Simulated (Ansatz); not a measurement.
The cluster Au₂Se (the lowest singlet isomer of a short search) was relaxed with r2SCAN-D4 (def2-TZVP) in Ansatz in these states: charge +1 doublet, neutral quintet, neutral singlet, neutral triplet. The geometries follow in no particular order.

In the def2 sets Au takes a core potential; there is no spin–orbit coupling.

A:

```xyz
3

Au   -2.016    0.595   -0.226
Au    1.864   -0.383    0.922
Se    0.153   -0.212   -0.696
```

B:

```xyz
3

Au   -1.416    0.449    0.264
Au    1.118    0.967   -0.303
Se    0.299   -1.416    0.039
```

C:

```csv
atom,x (Å),y (Å),z (Å)
Au1,0.9635,0.5128,-1.2929
Au2,-1.5653,-0.5561,0.3219
Se3,0.6018,0.0433,0.9711
```

D:

```xyz
3

Au   -1.3058   -1.2012   -0.2692
Au    1.4348    0.8270   -0.6914
Se   -0.1290    0.3743    0.9606
```

Q: Judge from the bond lengths which geometry belongs to which state (an estimate).

A: A is the neutral triplet (Au1–Au2 4.163 Å, Au2–Se3 2.361 Å, Au1–Se3 2.361 Å); B is the neutral quintet (Au1–Au2 2.648 Å, Au2–Se3 2.544 Å, Au1–Se3 2.544 Å); C is the neutral singlet (Au1–Au2 3.185 Å, Au2–Se3 2.340 Å, Au1–Se3 2.340 Å); D is the charge +1 doublet (Au1–Au2 3.435 Å, Au2–Se3 2.319 Å, Au1–Se3 2.319 Å).

At PBE0-D4/def2-TZVP a singlet lies 1.29 eV below the neutral triplet. At PBE0-D4/def2-TZVP a singlet lies 2.99 eV below the neutral quintet. These are the stationary points nearest to one start from a short search; other shapes may lie lower in each state.
